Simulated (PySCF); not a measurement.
C6H11N3.
Bonds: C1–C2, C2–C3, C2–C4, C2–C5, C5–C6 (aromatic), C6–N7 (aromatic), N7–N8 (aromatic), N8–N9 (aromatic), C5–N9 (aromatic). Hydrogens: H10, H11, H12 on C1; H13, H14, H15 on C3; H16, H17, H18 on C4; H19 on C6; H20 on N8.

The same species was optimised twice, with GFN2-xTB and with PBE0-D3(BJ)/def2-SVP (PySCF), and the same property calculations (PySCF, gas phase) were run on both structures.

```tsv
coordinate	GFN2-xTB	PBE0-D3(BJ)/def2-SVP	change
C2–C5 (Å)	1.498	1.509	+0.011
C6–N7 (Å)	1.323	1.330	+0.007
C5–C6 (Å)	1.407	1.412	+0.005
C5–N9 (Å)	1.329	1.333	+0.004
N7–N8 (Å)	1.312	1.310	-0.002
C2–C3 (Å)	1.534	1.534	0.000
C2–C4 (Å)	1.529	1.529	0.000
C1–C2 (Å)	1.534	1.533	-0.001
N8–N9 (Å)	1.313	1.313	0.000
N7–N8–N9 (°)	115.3	116.8	+1.5
C6–N7–N8 (°)	104.3	103.2	-1.1
C5–N9–N8 (°)	104.8	103.9	-0.9
C4–C2–C5 (°)	110.6	109.8	-0.8
C1–C2–C5 (°)	108.5	109.1	+0.6
C5–C6–N7 (°)	108.5	108.7	+0.2
C3–C2–C5 (°)	108.5	108.7	+0.2
C2–C5–N9 (°)	122.1	121.9	-0.2
C1–C2–C5–C6 (°)	121	127	+6
```

Rotational constants: A = 3166, B = 1237, C = 1103 MHz (GFN2-xTB) against A = 3151, B = 1227, C = 1095 MHz (PBE0-D3(BJ)/def2-SVP). Atoms that the bonding makes alike are paired by their places after alignment.

On the GFN2-xTB structure: HOMO (eV) -7.59 [PBE0/pcSseg-1]; LUMO (eV) -0.05 [PBE0/pcSseg-1]; dipole (D) 0.51 [PBE0/pcSseg-1]; GIAO shielding of C1/C3/C4 (mean) (ppm) 154.5 [PBE0/pcSseg-1]; GIAO shielding of C2 (ppm) 154.1 [PBE0/pcSseg-1]; GIAO shielding of C5 (ppm) 24.2 [PBE0/pcSseg-1]; GIAO shielding of C6 (ppm) 52.8 [PBE0/pcSseg-1]; GIAO shielding of N7 (ppm) -96.1 [PBE0/pcSseg-1]; GIAO shielding of N8 (ppm) 5.6 [PBE0/pcSseg-1]; GIAO shielding of N9 (ppm) -89.6 [PBE0/pcSseg-1].

What do these properties become on the PBE0-D3(BJ)/def2-SVP structure?

```
                                    property          level  on GFN2-xTB  on PBE0-D3(BJ)/def2-SVP  change
                                   HOMO (eV)  PBE0/pcSseg-1        -7.59                    -7.59    0.00
                                   LUMO (eV)  PBE0/pcSseg-1        -0.05                    -0.07   -0.02
                                  dipole (D)  PBE0/pcSseg-1         0.51                     0.51    0.00
energy, GFN2-xTB geometry as zero (kcal/mol)  PBE0/pcSseg-1          0.0                     -0.6    -0.6
     GIAO shielding of C1/C3/C4 (mean) (ppm)  PBE0/pcSseg-1        154.5                    152.4    -2.1
                  GIAO shielding of C2 (ppm)  PBE0/pcSseg-1        154.1                    153.0    -1.1
                  GIAO shielding of C5 (ppm)  PBE0/pcSseg-1         24.2                     23.0    -1.2
                  GIAO shielding of C6 (ppm)  PBE0/pcSseg-1         52.8                     50.7    -2.1
                  GIAO shielding of N7 (ppm)  PBE0/pcSseg-1        -96.1                    -94.1    +2.0
                  GIAO shielding of N8 (ppm)  PBE0/pcSseg-1          5.6                      4.7    -0.9
                  GIAO shielding of N9 (ppm)  PBE0/pcSseg-1        -89.6                    -88.4    +1.2
```

The heavy atoms differ by 0.052 Å rms after alignment (one structure mirrored). Among bonds between heavy atoms C2–C5 changes most (+0.011 Å). Changes are differences of the printed values. Neither structure is proved a minimum here.

Shape of the structure used: `[CH3:1][C:2]([CH3:3])([CH3:4])[c:5]1[cH:6][n:7][nH:8][n:9]1`: C1–C2–C5–C6 127°.
